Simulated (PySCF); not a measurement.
Structure problem from calculated spectra and properties.

Elements present: C, F and H. Monoisotopic mass: 146.0532 u.

| Quantity | Value |
| --- | --- |
| 13C NMR | chemical shifts (computed TMS as zero) by class: 162.4 (1 C), 147.6 (1 C), 138.7 (1 C), 138.0 (1 C), 133.5 (1 C), 132.5 (1 C), 131.6 (1 C), 131.1 (1 C), 130.9 (1 C), 126.1 (1 C) ppm [GIAO PBE0/pcSseg-1] |
| Dipole | 1.18 D [PBE0/pcSseg-1] |
| 1H NMR | chemical shifts (computed TMS as zero) by class: 8.28 (1 H), 7.60 (1 H), 7.60 (1 H), 7.57 (1 H), 7.50 (1 H), 6.98 (1 H), 6.52 (1 H) ppm [GIAO PBE0/pcSseg-1] |
| Rotational structure | rotational constants A, B, C: 1.967, 1.016, 0.670 GHz [GFN2-xTB] |
| NMR, other nuclei | isotropic shieldings of nuclei other than C and H, by class: 280 (1 F) ppm [GIAO PBE0/pcSseg-1] |

Gas-phase values; electronic properties from PySCF, density fitting. Levels stand in brackets. Isolated species at its GFN2-xTB geometry, gas phase. NMR values are class means; diastereotopic atoms form classes of their own.

Problem. Which formula fits the mass and the elements?

Solution. C10H7F (calculated 146.0532). No other formula that holds each of these elements comes within 0.0003 u with a fitting electron parity and a possible valence count.

Problem. What is the compound? Reason from the data.

Solution. Numbering: `[F:1]/[CH:2]=[C:3]1/[CH:4]=[CH:5][c:6]2[cH:7][cH:8][cH:9][cH:10][c:11]21`. Its formula, C10H7F, gives 7 degrees of unsaturation: 2 rings and 5 π bonds in the structure found (Kekulé form). 10 carbons fall into 10 classes; from least to most shielded: vinylic C–F carbon [C2] (162.4 ppm), substituted aromatic carbon [C6] (147.6 ppm), alkene CH carbon [C5] (138.7 ppm), substituted aromatic carbon [C11] (138.0 ppm), aromatic CH carbon [C8] (133.5 ppm), fully substituted alkene carbon [C3] (132.5 ppm), alkene CH carbon [C4] (131.6 ppm), aromatic CH carbon [C10] (131.1 ppm), aromatic CH carbon [C9] (130.9 ppm), aromatic CH carbon [C7] (126.1 ppm). Hydrogen classes from least to most shielded: 1 H on an aromatic CH carbon, C10 (8.28 ppm), 1 H on an aromatic CH carbon, C7 (7.60 ppm), 1 H on a vinylic C–F carbon, C2 (7.60 ppm), 1 H on an aromatic CH carbon, C8 (7.57 ppm), 1 H on an aromatic CH carbon, C9 (7.50 ppm), 1 H on an alkene CH carbon, C5 (6.98 ppm), 1 H on an alkene CH carbon, C4 (6.52 ppm). The other shieldings belong to: 280 ppm, vinyl fluorine [F1]. The optimised geometry has point group Cs and is an asymmetric top. Structure: `F/C=C1/C=Cc2ccccc21`. The assignments are read from this structure; whether some other isomer fits the data as well wasn't checked.
